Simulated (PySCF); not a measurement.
# Electron correlation in Mn(3+) (manganese, charge +3)

[Ar] 3d4, high-spin 5D determinant. All numbers are calculated (PySCF 2.14, scalar relativity by spin-free X2C-1e, in aug-cc-pVTZ-DK). Frozen: [Ar]; 4 electrons correlated.

| level | correlation energy (mhartree) |
| --- | --- |
| CCSD | -42.96 |
| (T) | -0.21 |
| CCSD(T) | -43.17 |

Diagnostics: T1 = 0.0021, D1 = 0.0030, largest double amplitude 0.012.

Cost of the coupled-cluster step: of the order of 10 core-seconds, for 4 correlated electrons.

Iterations:

```
CC2 = 0
CCSD nocc = (np.int64(4), np.int64(0)), nmo = (84, 84)
frozen orbitals [[0, 1, 2, 3, 4, 5, 6, 7, 8], [0, 1, 2, 3, 4, 5, 6, 7, 8]]
max_cycle = 100
direct = 0
conv_tol = 1e-08
conv_tol_normt = 1e-06
diis_space = 8
diis_start_cycle = 0
Init t2, MP2 energy = -0.0388370910197398
Init E_corr(UCCSD) = -0.0388370910562489
cycle = 1  E_corr(UCCSD) = -0.0424632000498444  dE = -0.00362610899  norm(t1,t2) = 0.00896543
cycle = 2  E_corr(UCCSD) = -0.0428747069723531  dE = -0.000411506923  norm(t1,t2) = 0.0022667
cycle = 3  E_corr(UCCSD) = -0.0429730157630372  dE = -9.83087907e-05  norm(t1,t2) = 0.000862288
cycle = 4  E_corr(UCCSD) = -0.0429622001383721  dE = 1.08156247e-05  norm(t1,t2) = 0.00019226
cycle = 5  E_corr(UCCSD) = -0.0429649409596911  dE = -2.74082132e-06  norm(t1,t2) = 2.56933e-05
cycle = 6  E_corr(UCCSD) = -0.0429648798204181  dE = 6.1139273e-08  norm(t1,t2) = 3.13358e-06
cycle = 7  E_corr(UCCSD) = -0.0429648765335391  dE = 3.28687899e-09  norm(t1,t2) = 6.81349e-07
UCCSD converged
E(UCCSD) = -1155.46980106386  E_corr = -0.04296487653353915
UCCSD(T) correction = -0.000207820242016121
```
